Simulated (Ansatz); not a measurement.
Reaction (substitution at a C–N bond): `BNC(O)F` + `[OH][GeH3]` → `OC(F)[O][GeH3]` + `BN`

Program: Ansatz. Geometries: PBE0-D4/def2-TZVP. ΔE: electronic, gas phase. CCSD(T)/CBS is the MP2 limit (def2-TZVPP, def2-QZVPP) plus CCSD(T) − MP2 in def2-TZVPP, frozen cores. This one scheme is used for every species. Functionals use def2-TZVPP. B3LYP here is the variant with VWN-RPA as its local correlation; programs differ in this. For Ge outer-core shells are correlated without core-valence functions, which leaves a few kJ/mol of doubt a bond. Scalar relativity is left out up to krypton. One conformer a species, not always the lowest.

`BNC(O)F`:

Cartesian coordinates in Å:
```
B -0.921 1.000 -0.903
N -0.459 -0.162 -0.295
C 0.486 -0.222 0.769
O 1.719 -0.705 0.417
F -0.048 -1.032 1.753
H -1.709 0.906 -1.794
H -0.511 2.052 -0.510
H -0.809 -1.069 -0.572
H 0.638 0.774 1.186
H 1.614 -1.542 -0.050
```

`[OH][GeH3]`:

Z-matrix (Å, degrees):
```
Ge
O 1 1.783
H 1 1.531 2 104.3
H 1 1.541 2 109.9 3 119.6
H 1 1.541 2 109.9 3 -119.6
H 2 0.959 1 112.7 3 180.0
```

`OC(F)[O][GeH3]`:

Cartesian coordinates in Å:
```
O 1.355 0.027 -0.688
C 0.085 -0.200 -1.185
F -0.123 -1.576 -1.186
O -0.822 0.420 -0.422
Ge -0.617 0.431 1.380
H 1.972 -0.567 -1.128
H -0.025 0.114 -2.230
H -0.179 -0.956 1.861
H 0.388 1.523 1.756
H -2.034 0.783 1.843
```

`BN`:

Z-matrix (Å, degrees):
```
B
N 1 1.385
H 1 1.197 2 119.0
H 1 1.197 2 119.0 3 -180.0
H 2 1.006 1 123.2 3 -0.0
H 2 1.006 1 123.2 3 180.0
```

```csv
level,ΔE (eV)
B3LYP-D4,-0.22
B2PLYP,-0.20
PBE,-0.19
r2SCAN,-0.24
PBE0,-0.19
SCS-MP2/def2-QZVPP,-0.18
HF/CBS(def2),-0.22
MP2/CBS(def2),-0.17
```

(1) What does CCSD(T)/CBS give? (Estimate.)

Largest T1 diagnostic among the species: 0.013.

Answers

(1) The calculation gave: -0.19 eV. The listed levels differ from it by -0.03, -0.01, 0.00, -0.05, 0.00, 0.01, -0.03, 0.02 eV.
